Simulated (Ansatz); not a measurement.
```yaml
crystal:
  periodic: [false, false, false]
  atoms:
    - {symbol: C, position_ang: [-1.002763, 1.314214, 0.118384]}
    - {symbol: N, position_ang: [0.187699, 0.383821, 0.661506]}
    - {symbol: Al, position_ang: [1.148851, -1.130554, 0.172328]}
    - {symbol: S, position_ang: [0.459210, -2.289014, -1.544821]}
    - {symbol: H, position_ang: [-0.702109, 1.791785, -0.346468]}
    - {symbol: H, position_ang: [-1.663690, 1.285894, 0.865662]}
    - {symbol: H, position_ang: [-1.356344, 0.481313, -0.662960]}
    - {symbol: H, position_ang: [0.535961, 1.010734, 1.329219]}
    - {symbol: H, position_ang: [2.532087, -1.517172, 1.222775]}
    - {symbol: H, position_ang: [-0.425937, -1.405405, -1.822004]}
basis:
  gaussian: {orbitals: "6-31++G**", fitting: {mean_field: cc-pVTZ-jkfit}, final_grid: {core_spheres: 5, valence_spheres: 4, degree: 11}}
hamiltonian: {xc: {name: HF}}
correlation: {method: mp2, frozen_orbitals: {C: 9}}
output: {forces: true}
```

```sh
$ ansatz run in.yaml --threads 2 --pin off --events-out ev --progress --plain --max-ram 4352MiB
```

Output, abridged:

```
Functional definition: HF
Error: "frozen_orbitals" has no count for N
```

(1) What is wrong with this run?

Results:

(1) Frozen orbitals are typed for one element alone, and the program wants a count for each. The input was rejected before any iteration.
